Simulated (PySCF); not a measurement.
**How methods differ on the excitation energy of Pm**

Pm [Xe] 4f5 6s2 (high-spin determinant) → Pm [Xe] 4f5 5d2 (high-spin determinant), as a difference of total energies. Calculation: PySCF 2.14, in ANO-RCC-VTZP (8s7p5d3f2g1h, 104 functions); scalar relativity by spin-free X2C-1e. Correlated levels: valence: [Kr] 4d10 frozen; valence and next inner shell: [Ar] 3d10 frozen. The calculations carry no spin-orbit coupling.

| method | excitation energy (cm⁻¹) |
| --- | --- |
| UHF | 23761 |
| MP2 (valence) | 25598 |
| SCS-MP2 (valence) | 28155 |
| MP2 (valence and next inner shell) | 26297 |
| SCS-MP2 (valence and next inner shell) | 28675 |

The determinant of the lower state and of the upper state mixes LS terms, which raises its energy above the lowest term, most at the Hartree-Fock and MP2 levels.
